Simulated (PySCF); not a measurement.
C3H5O, SMILES CC[C]=O, multiplicity 2.

Coordinates come from a PBE-D3(BJ)/def2-SVP optimisation. The isomer is the one that the SMILES or the coordinates give; other isomers of the formula were not compared. One conformer was computed; it need not be the lowest.

These are SMD-PBE0/6-31G* in PySCF values and carry that method's errors.

Solvation free energies are E(SMD) − E(gas) at the gas-phase geometry, for 1 M in both phases. In vacuum the dipole moment is 2.58 D.

### Question
Estimate the solvation free energies in water, acetonitrile, cyclohexanone. (An estimate is asked for; the answer gives what the named calculation found.)

### Answer

```json
[
 {"solvent": "water", "ΔG(solv) (kcal/mol)": "-0.3", "its non-electrostatic (CDS) part": "4.3", "dipole (D)": "3.34"},
 {"solvent": "acetonitrile", "ΔG(solv) (kcal/mol)": "-3.5", "its non-electrostatic (CDS) part": "-0.1", "dipole (D)": "3.10"},
 {"solvent": "cyclohexanone", "ΔG(solv) (kcal/mol)": "-3.6", "its non-electrostatic (CDS) part": "-0.5", "dipole (D)": "3.05"}
]
```
